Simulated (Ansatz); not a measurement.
Results of the Gaussian-basis code of Ansatz.

A structure relaxed at PBE0-D4/def2-TZVP, charge 0, multiplicity 1:

| atom | x (Å) | y (Å) | z (Å) |
| --- | --- | --- | --- |
| O1 | 0.491 | -0.087 | 1.322 |
| Ga2 | -0.284 | -0.217 | -0.255 |
| F3 | -1.417 | -1.515 | -0.458 |
| Br4 | 0.100 | 1.174 | -1.991 |
| H5 | 1.110 | 0.645 | 1.381 |

Question: Give its formula and SMILES.

Answer: BrFGaHO, `[OH][Ga]([F])[Br]`.

Question: Point group (tolerance 0.08 Å, 0.16 Å for H)?

Answer: Cs.

Question: Summarise the bond lengths by kind.

Answer: 1 × Ga–O 1.762 Å; 1 × H–O 0.961 Å; 1 × F–Ga 1.734 Å; 1 × Br–Ga 2.257 Å.
